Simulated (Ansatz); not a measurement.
## A relaxation, step by step

GaSiH6Br, closed shell, PBE0-D4/def2-TZVP (Ansatz 0.2.0). Settings:

```yaml
hamiltonian: {xc: pbe0, dispersion: d4}
relax: {f_tol: 0.005, max_steps: 200}
```

Start, a step off a saddle point along its unstable mode:

```csv
atom,x (Å),y (Å),z (Å)
Ga1,-1.2810,0.1486,0.1999
Si2,0.9855,0.5971,-0.5996
H3,-2.2588,-0.5404,-0.8212
H4,-1.7042,0.8875,1.5363
H5,0.2693,-1.2421,0.7074
Br6,-0.3075,-2.2054,1.4058
H7,2.0024,0.8801,0.4604
H8,0.6973,1.8648,-1.3369
H9,1.5970,-0.3902,-1.5521
```

```tsv
step	energy less the last (meV)	largest force component (eV/Å)
1	540.3	3.281
2	193.6	0.414
3	163.6	0.543
4	117.6	0.630
5	62.3	0.618
6	40.6	0.440
7	36.3	0.804
8	15.0	0.152
9	13.4	0.069
10	12.8	0.016
11	12.1	0.065
12 (rejected trial)	12.3	0.333
13	11.1	0.052
14	10.0	0.244
15	7.8	0.128
16	2.7	0.042
17 (rejected trial)	4.6	0.070
18	1.5	0.035
19 (rejected trial)	2.1	0.192
20	0.9	0.028
21 (rejected trial)	1.4	0.083
22	0.5	0.012
23	0.3	0.015
24	0.1	0.024
25	0.0	0.015
26	0.0	0.004
```

Step 6, positions (Å) and forces (eV/Å):

```
atom       x       y       z      Fx      Fy      Fz
 Ga1  -1.360   0.267   0.160  -0.004   0.090  -0.040
 Si2   0.873   0.747  -0.644   0.008  -0.023  -0.035
  H3  -2.388  -0.449  -0.787   0.000  -0.036   0.011
  H4  -1.866   0.939   1.486  -0.002  -0.040   0.031
  H5   0.902  -1.778   0.838  -0.404  -0.240   0.232
 Br6  -0.369  -2.188   1.396   0.440   0.275  -0.261
  H7   1.836   0.898   0.490  -0.013   0.029  -0.007
  H8   0.981   1.974  -1.496  -0.014  -0.115   0.071
  H9   1.391  -0.410  -1.443  -0.012   0.060  -0.002
```

Step 8, positions (Å) and forces (eV/Å):

```json
{"atom": "Ga1", "x": "-1.362", "y": "0.295", "z": "0.143", "Fx": "0.068", "Fy": "-0.005", "Fz": "-0.008"}
{"atom": "Si2", "x": "0.871", "y": "0.768", "z": "-0.653", "Fx": "-0.022", "Fy": "0.019", "Fz": "-0.010"}
{"atom": "H3", "x": "-2.383", "y": "-0.448", "z": "-0.791", "Fx": "-0.015", "Fy": "-0.006", "Fz": "0.003"}
{"atom": "H4", "x": "-1.861", "y": "0.930", "z": "1.490", "Fx": "-0.021", "Fy": "-0.004", "Fz": "0.012"}
{"atom": "H5", "x": "0.944", "y": "-1.975", "z": "0.900", "Fx": "-0.152", "Fy": "-0.030", "Fz": "0.056"}
{"atom": "Br6", "x": "-0.390", "y": "-2.127", "z": "1.397", "Fx": "0.139", "Fy": "0.042", "Fz": "-0.064"}
{"atom": "H7", "x": "1.826", "y": "0.947", "z": "0.482", "Fx": "-0.003", "Fy": "-0.002", "Fz": "-0.011"}
{"atom": "H8", "x": "0.964", "y": "1.989", "z": "-1.507", "Fx": "-0.002", "Fy": "-0.029", "Fz": "0.014"}
{"atom": "H9", "x": "1.393", "y": "-0.378", "z": "-1.460", "Fx": "0.006", "Fy": "0.014", "Fz": "0.008"}
```

Step 14, positions (Å) and forces (eV/Å):

```csv
atom,x,y,z,Fx,Fy,Fz
Ga1,-1.324,0.292,0.160,0.011,-0.011,0.000
Si2,0.894,0.808,-0.643,-0.009,0.039,-0.014
H3,-2.341,-0.445,-0.788,0.008,0.000,0.012
H4,-1.850,0.910,1.508,-0.004,-0.002,-0.007
H5,0.825,-2.208,0.782,-0.244,0.021,0.117
Br6,-0.421,-2.095,1.487,0.239,-0.011,-0.134
H7,1.843,1.132,0.462,-0.006,-0.011,-0.016
H8,0.898,1.965,-1.587,0.010,-0.040,0.018
H9,1.476,-0.359,-1.379,-0.004,0.016,0.025
```

Last step (26):

```
9
angstrom
Ga -1.3027 0.3011 0.2053
Si 0.9079 0.8421 -0.6012
H -2.2978 -0.4578 -0.7477
H -1.8474 0.9031 1.5517
H 0.6162 -2.3390 0.4874
Br -0.3451 -2.0592 1.5019
H 1.8111 1.3833 0.4537
H 0.8912 1.8225 -1.7247
H 1.5666 -0.3961 -1.1265
```

Hardware: 8 CPU threads of an Arm Neoverse V1, shared host. Wall time about 50 s.
